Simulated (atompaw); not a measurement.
# u(r) = r·R(r): atom against pseudo-atom (magnesium)

Columns: radius, all-electron u(r) and pseudo u(r) of the 3p shell (level -7.05 eV) of magnesium in the configuration [Ne] 3s1 3p0; PBE, scalar-relativistic, PAW (atompaw) scheme, atompaw 4.2.0.5.

```csv
r (bohr),all-electron,pseudo
0.102,-0.0677,0.0012
0.204,-0.1567,0.0049
0.306,-0.2095,0.0111
0.408,-0.2235,0.0200
0.510,-0.2076,0.0319
0.612,-0.1718,0.0468
0.713,-0.1245,0.0648
0.815,-0.0700,0.0863
0.917,-0.0126,0.1111
1.019,0.0453,0.1390
1.121,0.1020,0.1697
1.223,0.1565,0.2028
1.325,0.2081,0.2376
1.427,0.2564,0.2736
1.529,0.3009,0.3098
1.631,0.3417,0.3455
1.733,0.3787,0.3799
1.835,0.4120,0.4122
1.937,0.4417,0.4417
2.038,0.4677,0.4677
2.140,0.4907,0.4907
2.242,0.5104,0.5104
2.344,0.5270,0.5270
2.446,0.5405,0.5405
2.548,0.5510,0.5510
2.650,0.5586,0.5586
```

Task: How many radial nodes do the two functions have?

Result: The all-electron 3p function has n − l − 1 = 1; the pseudo-wave has 0, since the states of the same l below it are removed with the core.

Task: At about which radius was the pseudo-wave matched?

Result: 1.95 bohr. The columns agree to 0.0005 from 1.83 bohr on; several derivatives are matched, so the curves merge somewhat inside the radius.

Task: Is the pseudo-wave norm-conserving?

Result: No, it belongs to a PAW set: the norm inside the radius is not constrained, and the difference is carried by the augmentation charge.
